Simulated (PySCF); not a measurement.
Compound: C7H9S (charge +1).
Numbering: `[CH3:1][CH2:2][c:3]1[cH:4][cH:5][cH:6][cH:7][s+:8]1` (hydrogens: H9, H10, H11 on C1; H12, H13 on C2; H14 on C4; H15 on C5; H16 on C6; H17 on C7)

Computed geometry: GFN2-xTB, gas phase.

Problem. What internal coordinates does the optimisation give?

Solution. 
```csv
bond,length (bohr),order
C1–C2,2.874,single
C2–C3,2.810,single
C3–C4,2.621,aromatic
C4–C5,2.613,aromatic
C5–C6,2.641,aromatic
C6–C7,2.582,aromatic
C7–S8,3.207,aromatic
C3–S8,3.229,aromatic
"C1–H9, C1–H10, C1–H11",2.056,single
"C2–H12, C2–H13",2.070,single
C4–H14,2.045,single
C5–H15,2.041,single
C6–H16,2.042,single
C7–H17,2.041,single
```

Bonds in one row agree within 0.02 bohr and their mean is given. Orders are formal, as drawn. A selection of angles:
```csv
angle,degrees
C2–C1–H9,111.3
C2–C1–H11,109.7
H9–C1–H10,108.9
H9–C1–H11,107.9
C1–C2–C3,114.5
C1–C2–H12,109.9
C3–C2–H12,108.3
H12–C2–H13,105.7
C2–C3–C4,121.5
C2–C3–S8,116.7
C4–C3–S8,121.8
C3–C4–C5,124.5
C3–C4–H14,117.1
C5–C4–H14,118.4
C4–C5–C6,122.9
C4–C5–H15,118.6
C6–C5–H15,118.5
C5–C6–C7,122.4
C5–C6–H16,119.0
C7–C6–H16,118.6
C6–C7–S8,124.7
C6–C7–H17,121.6
S8–C7–H17,113.8
C3–S8–C7,103.7
```

Dihedral angles: C1–C2–C3–C4 178° (antiperiplanar). The mirror-image conformer, all signs reversed, is as good.

The 6-membered ring C3–C4–C5–C6–C7–S8 has internal angles of 103.7° to 124.7°; it is planar, 0.00 Å rms from its mean plane, widest ring torsion 0°. Of the pairs four or more bonds apart, S8···H9 is among the closest relative to their van der Waals radii: 2.76 Å, 92 % of the sum of Bondi's values. C4 (aromatic CH carbon) is planar (angles 124.5°, 118.4° and 117.1°, sum 360.0°, 0.00 Å off the plane of its three neighbours). C7 (aromatic CH next to a ring sulfur) is planar (angles 124.7°, 121.6° and 113.8°, sum 360.0°, 0.00 Å off the plane of its three neighbours). C5 (aromatic CH carbon) is planar (angles 122.9°, 118.6° and 118.5°, sum 360.0°, 0.00 Å off the plane of its three neighbours). C3 (substituted aromatic carbon) is planar (angles 121.8°, 121.5° and 116.7°, sum 360.0°, 0.00 Å off the plane of its three neighbours). C6 (aromatic CH carbon) is planar (angles 122.4°, 119.0° and 118.6°, sum 360.0°, 0.00 Å off the plane of its three neighbours).

Point group: near Cs, missed by 0.09 Å at most; the miss may be what the optimiser left on a soft mode. No GFN2-xTB frequencies stand behind this structure, so it isn't proved a minimum.
